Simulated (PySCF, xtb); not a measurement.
H₃OSi, SMILES [SiH3][O] (connectivity only; charge and spin as stated), charge -1, multiplicity 1.

Harmonic wavenumbers (cm⁻¹) from GFN2-xTB (xtb) at its own minimum, in rising order: 655, 655, 880, 882, 925, 1259, 1673, 1673, 1827.

Question: What does PySCF with PBE0-D3(BJ)/def2-TZVPD give at its own minimum? (Estimate from the structure and the level; the computed values follow.)

Answer: 716, 716, 947, 947, 983, 1100, 1928, 1928, 2010. Paired by order, the mean absolute difference is 129 cm⁻¹ and the zero-point energies are 14.9 and 16.1 kcal/mol.
